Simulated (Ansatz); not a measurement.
A structure relaxed at PBE0-D4/def2-TZVP, charge 0, multiplicity 2:

Cartesian coordinates in Å:
```
O 1.072 0.435 0.940
Sn -0.400 0.604 -0.358
O -0.026 -0.874 -1.590
Cl -2.434 0.149 0.726
H 0.898 0.849 1.790
H 0.890 -1.164 -1.508
```

Give its formula and SMILES.

ClH2O2Sn, `[OH][Sn]([OH])[Cl]`.

Summarise the bond lengths by kind.

2 × O–Sn 1.961 to 1.969 Å; 2 × H–O 0.962 to 0.964 Å; 1 × Cl–Sn 2.349 Å.

Program: Ansatz 0.2.0.
